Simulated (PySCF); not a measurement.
## AsSe at PBE0

Computed with PBE0; As x2c-TZVPPall, Se x2c-TZVPPall; spin-free X2C with a Gaussian nucleus (PySCF 2.14).

For AsSe, the state is ⁴Π (quartet), unpaired electrons π ↑↑↑, a second solution, started from another occupation and the bond length is 2.389 Å. The harmonic wavenumber is 288 cm⁻¹, the force constant is 1.89 mdyn/Å and the rotational constant Be is 0.07637 cm⁻¹. The anharmonicity ωexe is 0.694 cm⁻¹. The vibration–rotation constant αe is 0.000262 cm⁻¹. The energy of the minimum from ground-state As + Se is -1.96 eV and the bond order (Mayer) is 1.23. The dipole moment (positive dipole means As(−)Se(+)) is -0.31 D.

Spin–orbit coupling is left out.
